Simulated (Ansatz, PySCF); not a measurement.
Reaction (SMILES): O=BCl → [B]=O + Cl atom (the B-Cl bond at the site shown breaks; other sites are not compared here)
Geometries: B3LYP-D3(BJ)/def2-TZVP minima from Ansatz (a first-principles code).

Quantity: bond dissociation energy (enthalpy at 298 K, with B3LYP-D3(BJ) rigid-rotor harmonic-oscillator terms from PySCF), in eV. Correlated levels leave the core frozen unless marked. UHF or UKS for open shells. Spin-orbit coupling is left out. No relativistic terms. CBS marks a two-point X^-3 extrapolation of the correlation energy; Hartree-Fock from the larger set.

Level to compare with: CCSD(T)/CBS(aug-cc-pV(T+d)Z,aug-cc-pV(Q+d)Z) (Ansatz), 5.21 eV. It is a level with limits of its own, and the differences hold the functionals' basis error too.

Rank these functionals by how close they come to CCSD(T)/CBS(aug-cc-pV(T+d)Z,aug-cc-pV(Q+d)Z), closest first: BHLYP/def2-TZVPD (Ansatz); BLYP/def2-TZVPD (Ansatz); SVWN5/def2-TZVPD (Ansatz).

BLYP/def2-TZVPD (GGA, 5.06 eV, difference -0.15), BHLYP/def2-TZVPD (global hybrid, 5.00 eV, difference -0.21), SVWN5/def2-TZVPD (LDA, 6.01 eV, difference 0.80)
